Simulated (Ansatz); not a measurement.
Born–Oppenheimer molecular dynamics of C₄H₁₃ClN₂Si (21 atoms, charge 0, multiplicity 1). It starts from a relaxed structure.

Method: RKS B3LYP-D4/STO-3G in Ansatz.

```
ensemble                      : NVE (Milne-controlled integrator)
time step                     : 0.5 fs
steps asked                   : 112
starting velocities drawn for : 1000 K
masses                        : H 3.016 u
seed                          : 836767
```

First frame:

```xyz
21
Properties=species:S:1:pos:R:3
Si -0.206 -0.019 -0.140
H 0.285 -0.041 1.220
Cl 1.514 -0.235 -1.409
N -0.977 1.520 -0.426
C -1.907 1.657 -1.588
H -2.615 0.811 -1.587
H -2.484 2.594 -1.482
H -1.389 1.688 -2.571
C -0.103 2.727 -0.267
H 0.597 2.875 -1.117
H -0.736 3.629 -0.182
H 0.493 2.630 0.657
N -1.335 -1.327 -0.422
C -1.269 -2.478 0.537
H -1.194 -2.099 1.571
H -2.196 -3.074 0.453
H -0.411 -3.159 0.350
C -1.483 -1.828 -1.828
H -2.413 -2.421 -1.910
H -1.548 -0.979 -2.529
H -0.636 -2.471 -2.148
```

(1) What does the run give?

(2) What happens to the structure?

(3) How do temperature and energy run in time?

## Answers

(1) All steps were run.

```json
{"steps done": "112", "time covered": "56 fs", "mean temperature over the second half": "493 K", "spread of the potential energy over the second half": "10.0 meV per atom", "mean potential energy of the second half above the start": "59.3 meV per atom"}
```

The conserved energy stayed within 0.021 meV per atom of its start (net change -0.006 meV per atom), so the integration is sound. Over the second half the temperature averaged 0.49 of the 1000 K drawn at the start: a run that starts near a minimum puts about half its kinetic energy into the potential. A run of 0.056 ps of so small a system gives no equilibrium averages. Limits of this set-up: minimal basis.

(2) The same pairs are bonded in the first frame and the last. Pairs count as bonded within 1.25 times the sum of covalent radii (0.12 Å more for H–H). Another seed would give other details.

(3) 
```tsv
time (fs)	T (K)	potential energy less start (eV)	conserved less start (meV/atom)
0	1000	0.000	0.00
4.5	510	1.203	-0.01
9	566	1.067	0.00
13.5	423	1.417	-0.01
18	644	0.875	-0.01
22.5	472	1.296	0.00
27	405	1.462	0.00
31.5	376	1.531	-0.01
36	454	1.340	-0.01
40.5	520	1.180	0.00
45	634	0.898	-0.01
49.5	467	1.310	-0.01
54	573	1.048	0.00
```

Run time: 14 min on 1 thread of Arm Neoverse V1, on a shared host, peak memory 0.18 GiB.
